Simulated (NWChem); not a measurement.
Everything below was run with NWChem. System: CH2I, charge 1, spin multiplicity 1, at the geometry of a parent with another charge or spin, in a state set for the comparison that need not be this species' ground state. Level: B3LYP/x2c-SVPall-2c, spin-orbit ZORA, VWN1-RPA local correlation.

Part of the output:

```
             Northwest Computational Chemistry Package (NWChem) 7.3.0
             --------------------------------------------------------

                                NWChem Input Module
                                -------------------

 Scaling coordinates for geometry "geometry" by  1.889725989
 (inverse scale =  0.529177249)

                             Geometry "geometry" -> ""
                             -------------------------

 Output coordinates in angstroms (scale by  1.889725989 to convert to a.u.)

  No.       Tag          Charge          X              Y              Z
 ---- ---------------- ---------- -------------- -------------- --------------
    1 C                    6.0000    -1.76075900     0.07539500     0.00000000
    2 I                   53.0000     0.28516000    -0.00715400     0.00000000
    3 H                    1.0000    -2.27446400    -0.03660300    -0.95546400
    4 H                    1.0000    -2.27446400    -0.03660300     0.95546400

 Effective nuclear repulsion energy (a.u.)     108.8130726808

            Nuclear Dipole moment (a.u.)
            ----------------------------
        X                 Y               Z
 ---------------- ---------------- ----------------
    -0.0000037795     0.0000037795     0.0000000000


 Summary of "ao basis" -> "" (spherical)
 ------------------------------------------------------------------------------
       Tag                 Description            Shells   Functions and Types
 ---------------- ------------------------------  ------  ---------------------
 *                       x2c-svpall-2c                on all atoms

                                 NWChem DFT Module
                                 -----------------

 Summary of "ao basis" -> "ao basis" (spherical)
 ------------------------------------------------------------------------------
       Tag                 Description            Shells   Functions and Types
 ---------------- ------------------------------  ------  ---------------------
 C                       x2c-svpall-2c               6       14   3s2p1d
 I                       x2c-svpall-2c              18       50   6s8p4d
 H                       x2c-svpall-2c               3        5   2s1p

 Summary of "ao basis" -> "ao basis" (spherical)
 ------------------------------------------------------------------------------
       Tag                 Description            Shells   Functions and Types
[...]
 Vector   62  Occ=0.000000D+00  E=-4.018534D-01
              MO Center=  1.7D-04, -1.5D-05, -5.1D-13, r^2= 1.9D-03
  Bfn.         Coefficient        Function           Bfn.         Coefficient        Function
  ----     -------------------  ------------         ----     -------------------  ------------
    79     0.515191   0.165409  1 C  py                82     0.422586   0.135303  1 C  py
   111    -0.383578  -0.130504  2 I  py               108    -0.303935  -0.101768  2 I  py
   102     0.263657   0.089329  2 I  py                99    -0.100276  -0.035597  2 I  py
    38     0.021516  -0.082428  2 I  pz                77     0.061759   0.037351  1 C  s
   129    -0.066526  -0.021719  2 I  d -2              76     0.051206   0.028502  1 C  s

 Vector   63  Occ=0.000000D+00  E=-2.743964D-01
              MO Center= -2.8D-01,  2.6D-03, -7.3D-10, r^2= 3.0D+00
  Bfn.         Coefficient        Function           Bfn.         Coefficient        Function
  ----     -------------------  ------------         ----     -------------------  ------------
    36    -0.885944  -0.003968  2 I  px                 3    -0.789313  -0.000676  1 C  s
     7    -0.457675  -0.001990  1 C  px                 4    -0.402781  -0.001702  1 C  px
    20     0.386845   0.001673  2 I  s                 33    -0.360330  -0.001145  2 I  px
    27     0.330323   0.001446  2 I  px                 2    -0.328895   0.000031  1 C  s
    19     0.276355   0.000451  2 I  s                 18    -0.210978  -0.000504  2 I  s

   alpha - beta orbital overlaps
   -----------------------------

   alpha      1      2      3      4      5      6      7      8      9     10
    beta      1      2      2      4     34      6      4     34      6     34
 overlap   1.049  0.325  0.110  0.206  0.144  0.246  0.080  0.097  0.088  0.008

   alpha     11     12     13     14     15     16     17     18     19     20
    beta      6      4     38     27     15     16     17     18     19     19
 overlap   0.002  0.008  0.010  0.007  1.171  1.530  1.850  2.060  1.052  0.246

   alpha     21     22     23     24     25     26     27     28     29     30
    beta     21     22     23     24     25     26     27     28     29     21
 overlap   1.291  1.292  1.293  1.620  1.624  1.626  1.355  1.387  1.455  0.017

   alpha     31     32     33     34     35     36     37     38     39     40
    beta     22     23     33     34     38     33     34     38     27     28
 overlap   0.017  0.017  0.189  0.229  0.333  0.131  0.222  0.348  0.025  0.027

   alpha     41     42     43     44     45     46     47     48     49     50
    beta     29     21     22     23     45     46     47     48     49     50
 overlap   0.031  0.058  0.058  0.056  1.154  1.155  1.155  1.155  1.155  1.134

   alpha     51     52     53     54     55     56     57     58     59     60
    beta     51     52     53     54     34     51     52     53     33     50
 overlap   1.133  1.135  1.134  1.137  0.026  0.021  0.018  0.019  0.024  0.016

   alpha     61     62     63     64     65     66     67     68     69     70
    beta     51     52     53     54     65     65      6     34      2     70
 overlap   0.017  0.017  0.016  0.016  0.173  0.031  0.006  0.004  0.011  0.173

   alpha     71     72     73     74
    beta     70      6     34      2
 overlap   0.031  0.006  0.004  0.011

     --------------------------
     Expectation value of S2:
     --------------------------
      <S2> =      0.0458 (Exact =     0.0000)

     Multipole analysis of the density
     ---------------------------------

     L   x y z        total         alpha         beta         nuclear
     -   - - -        -----         -----         ----         -------
     0   0 0 0      1.000000    -30.000000    -30.000000     61.000000

     1   1 0 0     -1.329066     -0.664531     -0.664531     -0.000004
     1   0 1 0     -0.026872     -0.013438     -0.013438      0.000004
     1   0 0 1      0.000000      0.000000      0.000000      0.000000

     2   2 0 0    -13.009838    -65.887730    -65.887730    118.765623
     2   1 1 0     -0.113704      1.261106      1.261106     -2.635917
     2   1 0 1      0.000000      0.000000      0.000000      0.000000
     2   0 2 0    -22.586614    -11.363833    -11.363833      0.141052
     2   0 1 1     -0.000000     -0.000000     -0.000000      0.000000
     2   0 0 2    -22.432187    -14.476159    -14.476159      6.520131

 Task  times  cpu:       19.0s     wall:       19.0s

 Total times  cpu:       19.0s     wall:       19.0s
```

Write an NWChem input that would produce this output.

One answer among several that fit: 
```
start mol
memory heap 200 mb stack 900 mb global 1100 mb
charge 1
geometry units angstroms nocenter noautoz noautosym
  C     -1.760759     0.075395     0.000000
  I      0.285160    -0.007154     0.000000
  H     -2.274464    -0.036603    -0.955464
  H     -2.274464    -0.036603     0.955464
end
basis spherical
  * library x2c-svpall-2c
end
relativistic
  zora on
end
dft
  xc b3lyp
  semidirect memsize 60000000 filesize 0
  iterations 100
  grid fine
end
task sodft energy
```
